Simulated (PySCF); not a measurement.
## Basis and Hamiltonian dependence of the excitation energy of Cu⁺

Cu⁺ [Ar] 3d10 (1S) → Cu⁺ [Ar] 3d9 4p1 (high-spin determinant). Calculated with PySCF 2.14 from differences of total energies of unrestricted determinants, without spin-orbit coupling. Values in eV.

| basis | Hamiltonian | functions | UHF | LDA | PBE0 | MP2 (valence) | CCSD(T) (valence) | CCSD(T) (valence and next inner shell) |
| --- | --- | --- | --- | --- | --- | --- | --- | --- |
| aug-cc-pVDZ-PP with ECP10MDF | ECP | 54 | 5.923 | 8.740 | 7.783 | 8.993 | 8.154 | n/a |
| ANO-RCC-VTZP | spin-free X2C | 59 | 5.978 | 8.976 | 7.998 | 9.155 | 8.296 | 8.440 |
| aug-cc-pVDZ-DK | spin-free X2C | 59 | 5.928 | 8.654 | 7.808 | 8.933 | 8.087 | n/a |
| x2c-TZVPPall | spin-free X2C | 64 | 5.997 | 8.839 | 7.937 | 9.035 | 8.192 | 8.320 |
| def2-TZVPPD | non-relativistic | 67 | 6.168 | 9.034 | 8.126 | 9.215 | 8.386 | 8.514 |
| aug-cc-pwCVDZ-PP with ECP10MDF | ECP | 70 | 5.911 | 8.793 | 7.814 | 9.042 | 8.194 | 8.260 |
| x2c-TZVPPall with one added diffuse shell each of s, p, d, f type | spin-free X2C | 80 | 5.915 | 8.803 | 7.887 | 9.018 | 8.166 | 8.296 |
| aug-cc-pVTZ-PP with ECP10MDF | ECP | 88 | 5.862 | 8.769 | 7.780 | 9.046 | 8.189 | n/a |
| aug-cc-pVTZ-DK | spin-free X2C | 93 | 5.898 | 8.831 | 7.896 | 9.059 | 8.200 | n/a |
| def2-QZVPPD | non-relativistic | 100 | 6.150 | 9.056 | 8.127 | 9.279 | 8.442 | n/a |
| x2c-QZVPPall | spin-free X2C | 108 | 5.894 | 8.825 | 7.892 | 9.071 | n/a | n/a |
| aug-cc-pwCVTZ-PP with ECP10MDF | ECP | 122 | 5.854 | 8.759 | 7.771 | 9.068 | n/a | n/a |
| aug-cc-pVQZ-PP with ECP10MDF | ECP | 135 | 5.855 | 8.757 | 7.768 | 9.117 | n/a | n/a |
| aug-cc-pwCVTZ-DK with one added diffuse shell each of s, p, d, f, g type | spin-free X2C | 152 | 5.888 | 8.818 | 7.886 | 9.082 | n/a | n/a |

Frozen in the all-electron rows: valence: [Ar]; valence and next inner shell: [Ne]; with a core potential, the same shells as far as they lie outside it.

One determinant mixes LS terms of the configuration, so the numbers do not refer to single terms. Non-relativistic rows lack the scalar-relativistic shift.
